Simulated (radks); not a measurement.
All-electron atom: the thulium ion Tm5+ in [Kr] 4d10 4f11 5s2 5p5 (the NIST ground configuration). Calculated with a radial shooting solver on a logarithmic mesh with Libxc functionals: scalar-relativistic Kohn-Sham, PBE, spin-polarised, spherical densities, finite nucleus; open shells are filled with parallel spins first (spin-orbit coupling, left out, can overturn this in heavy ions); Fermi nuclear charge, rms radius 5.2256 fm.

X-ray form factor f0, the Fourier transform of the density (f0(0) = 64):

sin(theta)/lambda (1/angstrom),f0 (electrons)
0.05,63.508
0.1,62.088
0.15,59.898
0.2,57.159
0.25,54.104
0.3,50.943
0.4,44.876
0.5,39.586
0.6,35.123
0.8,28.118
1,23.059
1.25,18.887
1.5,16.290
2,12.797
